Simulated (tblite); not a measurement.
Isomers of C7H12OSi. Computed values, GFN2-xTB/tblite, gas phase, harmonic and unscaled. Errors from tens to a few hundred cm⁻¹ against measured bands are possible. Modes of hydrogen on silicon can be 10 to 20 % off. One conformer each.

Electronic energies: GFN2-xTB at the same geometries; isomer energies are rough at this level and their order can be wrong.

```
                       SMILES  electronic energy, lowest = 0 (kJ/mol)
     C#C[Si@]1(C)C[C@H](CO)C1                                   273.1
      C=CC[Si@@H]1CC[C@H]1C=O                                   180.3
           CCCC(=O)CC#C[SiH3]                                   145.0
C=C1C[C@@H]1[C@@H]1CCO[SiH2]1                                     0.0
   C[C@@H]1C[Si@H](CC2=CC2)O1                                   157.5
           CCC1=C[SiH2]C=COC1                                   107.2
```

Task: How do GFN2-xTB zero-point energies change the relative energies?

Result: 
```json
{"SMILES": "C=C1C[C@@H]1[C@@H]1CCO[SiH2]1", "ZPE (kJ/mol)": "443.0", "of it from modes above 1550 cm⁻¹": "218.6", "electronic (kJ/mol)": "0.0", "with ZPE, lowest = 0 (kJ/mol)": "0.0", "lowest mode (cm⁻¹)": "42", "rings": "2"}
{"SMILES": "CCC1=C[SiH2]C=COC1", "ZPE (kJ/mol)": "441.3", "of it from modes above 1550 cm⁻¹": "225.6", "electronic (kJ/mol)": "107.2", "with ZPE, lowest = 0 (kJ/mol)": "105.5", "lowest mode (cm⁻¹)": "66", "rings": "1"}
{"SMILES": "CCCC(=O)CC#C[SiH3]", "ZPE (kJ/mol)": "426.4", "of it from modes above 1550 cm⁻¹": "225.9", "electronic (kJ/mol)": "145.0", "with ZPE, lowest = 0 (kJ/mol)": "128.4", "lowest mode (cm⁻¹)": "19i", "rings": "0"}
{"SMILES": "C[C@@H]1C[Si@H](CC2=CC2)O1", "ZPE (kJ/mol)": "443.6", "of it from modes above 1550 cm⁻¹": "224.0", "electronic (kJ/mol)": "157.5", "with ZPE, lowest = 0 (kJ/mol)": "158.1", "lowest mode (cm⁻¹)": "36", "rings": "2"}
{"SMILES": "C=CC[Si@@H]1CC[C@H]1C=O", "ZPE (kJ/mol)": "441.0", "of it from modes above 1550 cm⁻¹": "231.5", "electronic (kJ/mol)": "180.3", "with ZPE, lowest = 0 (kJ/mol)": "178.3", "lowest mode (cm⁻¹)": "35", "rings": "1"}
{"SMILES": "C#C[Si@]1(C)C[C@H](CO)C1", "ZPE (kJ/mol)": "445.4", "of it from modes above 1550 cm⁻¹": "233.4", "electronic (kJ/mol)": "273.1", "with ZPE, lowest = 0 (kJ/mol)": "275.5", "lowest mode (cm⁻¹)": "54", "rings": "1"}
```

The zero-point energies span 19.0 kJ/mol, from `CCCC(=O)CC#C[SiH3]` to `C#C[Si@]1(C)C[C@H](CO)C1`. Slightly imaginary modes are left out of the zero-point energy: `CCCC(=O)CC#C[SiH3]` 18.6i cm⁻¹. The order is unchanged.

Task: What do entropy and thermal enthalpy add at 298.15 K and 1 bar (rigid rotor, harmonic oscillator, one conformer each)?

Result: 
| SMILES | point group | symmetry number | S (J/(mol K)) | H − H(0) (kJ/mol) | ZPE + H − H(0) − TS (kJ/mol) |
| --- | --- | --- | --- | --- | --- |
| C=C1C[C@@H]1[C@@H]1CCO[SiH2]1 | C1 | 1 | 409.5 | 28.45 | 349.4 |
| CCC1=C[SiH2]C=COC1 | C1 | 1 | 408.6 | 29.21 | 348.7 |
| C[C@@H]1C[Si@H](CC2=CC2)O1 | C1 | 1 | 431.8 | 30.84 | 345.7 |
| C=CC[Si@@H]1CC[C@H]1C=O | C1 | 1 | 443.9 | 31.75 | 340.4 |
| C#C[Si@]1(C)C[C@H](CO)C1 | C1 | 1 | 444.7 | 33.42 | 346.2 |

Not tabulated: `CCCC(=O)CC#C[SiH3]` (lowest mode only 19i cm⁻¹).
